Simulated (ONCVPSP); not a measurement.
bromine: variants of one ONCV potential

Base potential:

- Element: bromine
- Generator: ONCVPSP 4.0.1
- Type: optimised norm-conserving Vanderbilt (ONCV)
- Functional: LDA (Perdew-Wang 92)
- Relativity: scalar-relativistic
- Frozen core: [Ne]
- Valence charge: 25
- Reference configuration: 3s2 3p6 3d10 4s2 4p5
- Partial waves: 3s+4s: rc 0.75 bohr, ncon 4, nbas 8, qcut 17.9 1/bohr, 2 projectors; 3p+4p: rc 0.75 bohr, ncon 4, nbas 8, qcut 22.4 1/bohr, 2 projectors; 3d: rc 0.65 bohr, ncon 4, nbas 7, qcut 21.1 1/bohr, local
- Local potential: the d channel
- Core correction: none

All-electron outer shells of the reference configuration (LDA (PZ), scalar-relativistic, ld1.x):

| shell | level (eV) | outermost node (bohr) | outermost maximum (bohr) |
| --- | --- | --- | --- |
| 2s | -1730.55 | 0.06 | 0.16 |
| 2p | -1527.86 | – | 0.13 |
| 3s | -237.20 | 0.23 | 0.48 |
| 3p | -173.21 | 0.21 | 0.48 |
| 3d | -67.00 | – | 0.43 |
| 4s | -20.32 | 0.67 | 1.41 |
| 4p | -8.01 | 0.70 | 1.66 |

Cutoffs, loose and tight: the cutoffs (Ha) at which the residual kinetic energy of the hardest occupied pseudo-wave falls to 1 and 0.1 mHa per electron. They do not see the model core or the augmentation charge, which bear on the density cutoff. Test errors are all-electron minus pseudo excitation energies from the reference, over the configurations 3s2 3p6 3d10 4s2 4p4; 3s2 3p6 3d10 4s2 4p3; 3s2 3p6 3d10 4s2 4p2; 3s2 3p6 3d9 4s2 4p6. A dash means not determined; rows that change the core or the reference have their own tests.

A true bound ghost makes a file unfit for plane-wave use even where its test errors are small: the radial tests pick states by their node count and pass the ghost by.

```tsv
change	outcome	cutoff, loose	cutoff, tight	bound ghosts	GHOST(+) flags above zero	largest test error (meV)
base	generated	206 Ha	292 Ha	none	s, p	-14
reference 3s2 3p6 3d10 4s2 4p3	generated	206 Ha	292 Ha	none	s, p	-89
d: nproj 1; local potential polynomial inside 0.50 bohr (lpopt 5, dvloc0 0 Ha)	generated	206 Ha	292 Ha	none	s	+13
core correction Teter function, fcfact 4, rcfact 1.55	generated	206 Ha	292 Ha	none	s, p	-14
functional Wu-Cohen	generated	205 Ha	290 Ha	none	s, p	-14
p: qcut 16	generated	206 Ha	292 Ha	p	s	+7.2
```

(1) What comes out with this change to the base: s: qcut 14.2; p: qcut 17.8; d: qcut 16.8?

(2) What comes out with this change to the base: all radii scaled by about 0.91 (s 0.68, p 0.68, d 0.60 bohr)?

Answers

(1) outcome: generated; cutoff, loose: 397 Ha; cutoff, tight: 520 Ha; bound ghosts: s; GHOST(+) flags above zero: none; largest test error (meV): +10.

(2) outcome: generated; cutoff, loose: 226 Ha; cutoff, tight: 470 Ha; bound ghosts: p; GHOST(+) flags above zero: s; largest test error (meV): -7.6.
